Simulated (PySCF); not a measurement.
Where the electron goes

Species: C₆H₁₃P.
Geometry (GFN2-xTB, Å), atoms numbered from 1 in this order:
```
atom  x, y, z in Å
C1     3.6840    0.5171    0.0858
C2     2.7193   -0.1843    0.6589
P3     1.1354    0.4908    1.2360
C4     0.0388   -0.5195    0.1108
C5    -1.4504   -0.2648    0.3461
C6    -2.2841   -1.2104   -0.5165
C7    -1.8122    1.1865    0.0487
H8     4.6281    0.0738   -0.1891
H9     3.5704    1.5681   -0.1281
H10    2.8644   -1.2346    0.8882
H11    1.1907    1.6395    0.4384
H12    0.2652   -1.5695    0.3268
H13    0.3039   -0.3253   -0.9326
H14   -1.6696   -0.4666    1.4010
H15   -3.3444   -1.0632   -0.3237
H16   -2.0986   -1.0231   -1.5726
H17   -2.0380   -2.2483   -0.3028
H18   -1.5567    1.4396   -0.9787
H19   -1.2731    1.8557    0.7172
H20   -2.8784    1.3494    0.1879
```

Method: TDDFT wB97X-D/def2-SVPD, vertical, gas phase, core orbitals frozen in the response (PySCF 2.14.0, density-fitted response routines).

Kohn–Sham orbitals with the atoms that hold most of them (Löwdin shares over 4%, at most four atoms; ? is withheld):

| orbital | ε (eV) | atoms |
| --- | --- | --- |
| LUMO+2 | 2.63 | C1 26%, P3 16%, C2 14%, H9 8% |
| LUMO+1 | 2.27 | P3 16%, C6 12%, C4 11%, C7 9% |
| LUMO | 1.62 | ? |
| HOMO | -8.41 | P3 48%, C1 15%, C2 15%, C4 10% |
| HOMO-1 | -10.10 | ? |
| HOMO-2 | -10.87 | P3 15%, C5 14%, C6 14%, C4 13% |
| HOMO-3 | -11.14 | C5 17%, C7 14%, C4 10%, C2 9% |

Q: Give the leading atoms of the LUMO.

A: C1 (bonded to C and 2 H) 31%; C2 (bonded to C, P and H) 30%; P3 (bonded to 2 C and H) 13%; H9 (bonded to C) 5%. By element: carbon 62% or more, phosphorus 13%, hydrogen 5% or more.

Q: Give the leading atoms of the HOMO-1.

A: C2 (bonded to C, P and H) 26%; C1 (bonded to C and 2 H) 20%; P3 (bonded to 2 C and H) 18%; C4 (bonded to C, P and 2 H) 10%. By element: carbon 56% or more, phosphorus 18%.

Q: How does S1 compare with the orbital gap of 10.04 eV?

A: S1 is at 5.82 eV (f = 0.221), 4.22 eV below the gap, made of HOMO→LUMO (94%). Without the coupling terms of the response equations the lowest excitation would equal the gap.

Next come S2 at 6.52 eV (f 0.075), HOMO→LUMO+1 (59%), HOMO→LUMO+4 (16%), HOMO→LUMO+3 (10%); S3 at 6.66 eV (f 0.017), HOMO→LUMO+2 (67%), HOMO→LUMO+5 (16%); S4 at 7.30 eV (f 0.158), HOMO-1→LUMO (61%), HOMO-5→LUMO (10%); S5 at 7.35 eV (f 0.013), HOMO→LUMO+5 (26%), HOMO→LUMO+4 (22%), HOMO→LUMO+3 (15%).

Löwdin shares depend on the basis, the more so with diffuse functions.

One conformer stands for the species.
